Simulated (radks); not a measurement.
Ionisation of the iridium ion Ir+, [Xe] 4f14 5d7 6s1, to [Xe] 4f14 5d7 as the strength of local exchange is varied. All-electron calculation, scalar-relativistic Kohn-Sham, Slater X-alpha exchange (alpha = 2/3 is LDA exchange), no correlation, spin-polarised, spherical densities, finite nucleus; open shells are filled with parallel spins first (spin-orbit coupling, left out, can overturn this in heavy ions); Fermi nuclear charge, rms radius 5.4032 fm. Program: a radial shooting solver on a logarithmic mesh with Libxc functionals.

alpha,E(Ir+) (hartree),exchange (hartree),IE (eV),-e of the level emptied (eV),<r> of it (bohr)
0.642,-17793.6319,-315.4456,17.323,13.511 (6s),2.698
0.667,-17805.9857,-327.9714,17.568,13.752 (6s),2.684
0.761,-17852.5179,-375.2303,18.502,14.678 (6s),2.632
1.003,-17972.9064,-498.0699,21.000,17.180 (6s),2.507
1.023,-17982.8940,-508.2973,21.212,17.394 (6s),2.497

NIST Atomic Spectra Database: 17.0 +/- 0.3 eV (semi-empirical). The central value is not met in this range of alpha. Open shells are spherical and high-spin; term and fine-structure splittings are not resolved. Spin-orbit splitting is averaged out at the scalar-relativistic level.
